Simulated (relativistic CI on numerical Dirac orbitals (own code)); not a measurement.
How well does a small relativistic CI reproduce K³⁺?

Calculated at this level of theory: Dirac-Coulomb-Breit CI, KLI orbitals optimised for each configuration, model QED (radiative potential, 1s self-energy scaled to tabulated hydrogen-like ionisation energies), valence Slater integrals scaled by 0.85, P86 correlation energy added to each configuration (own radial code, finite nucleus).

CI space (outside the closed core [Ne]): 3s²3p⁴, 3s3p⁵, 3s²3p³3d, 3p⁶, 3s3p⁴3d, 3s²3p³4s, 3s²3p³4p, 3s²3p³4d, 3s²3p³5s, 3s²3p³4f, 3s²3p³5p, 3s²3p³5d, 3p⁵3d, 3s²3p³5f, 3s²3p²3d², 3s²3p3d³, 3s3p²3d³, 3s²3p3d²4s, 3s²3p3d²4p, 3s²3p3d²4d. Double excitations out of closed p, d and f shells are left out; levels of such configurations are missing from the list, as are those of other unlisted configurations, and high levels can miss mixing partners. These lack a partner that the ground configuration has and come out too high: 3s²3p³5s, 3s²3p³4f, 3s²3p³5p, 3s²3p³5d, 3s²3p³5f.

```csv
Configuration,Term (tabulated),J,Measured (cm⁻¹),Computed,Error,Purity (%)
3s²3p⁴,3P,2,0.0,0,0,96
3s²3p⁴,3P,1,1671.7,1657,-14,97
3s²3p⁴,3P,0,2321.2,2291,-31,96
3s²3p⁴,1D,2,16384.0,16064,-320,96
3s²3p⁴,1S,0,38546.3,35532,-3014,95
3s3p⁵,3P°,2,134181.8,148158,13976,75
3s3p⁵,3P°,1,135658.3,149634,13976,75
3s3p⁵,3P°,0,136453.0,150430,13977,75
3s²3p³3d,3D° †,3,189952.0,206923,16971,97
3s²3p³3d,3D° †,2,191203.0,206888,15685,95
3s²3p³3d,3D°,1,191400.0,207185,15785,99
3s²3p³3d,1D°,2,216387.0,227139,10752,97
3s²3p³3d,3P° †,2,225445.0,238783,13338,88
3s²3p³3d,3P° †,1,226082.0,237706,11624,95
3s²3p³3d,3P° †,0,227650.0,237283,9633,96
3s²3p³3d,1F°,3,242475.0,254699,12224,97
3s²3p³3d,3S°,1,249867.0,256917,7050,96
3s²3p³3d,3P°,2,256032.0,273252,17220,73
3s²3p³3d,3P°,0,257809.0,274786,16977,75
3s²3p³3d,1D°,2,273398.0,277984,4586,93
3s²3p³4s,3D°,1,277792.0,292021,14229,97
3s²3p³4s,3D°,2,277850.0,292083,14233,97
3s²3p³4s,3D°,3,277986.0,292252,14266,99
3s²3p³3d,1F°,3,279627.0,289931,10304,94
3s²3p³4s,1D°,2,282371.0,296340,13969,96
3s²3p³4s,3P°,0,293382.0,305366,11984,97
3s²3p³4s,3P°,1,293471.0,305495,12024,96
3s²3p³4s,3P°,2,293720.0,305806,12086,94
3s²3p³4s,1P°,1,298132.0,309845,11713,95
3s²3p³5s,3S°,1,367888.0,383728,15840,91
```

Measured levels from Sansonetti, J. Phys. Chem. Ref. Data 37, 7 (2008); pairs were made by configuration, J and term (by order where the table uses no LS term), so strongly mixed levels may be paired wrongly.

Mean error by configuration (cm⁻¹): 3s²3p⁴ -845; 3s3p⁵ 13976; 3s²3p³3d 11862; 3s²3p³4s 13063; 3s²3p³5s 15840. Over the excited levels the mean absolute error is 10856 cm⁻¹ (29 of the 36 excited levels that our extract of the source holds in range could be paired, and the others can miss by more), and the median relative error of those above 1,000 cm⁻¹ is 5 %. † marks terms whose computed intervals miss the measured ones by more than a factor of 2.5, or configurations far off the rest, from wrong mixing, a near crossing or a doubtful label or measurement; they are left out of the means.
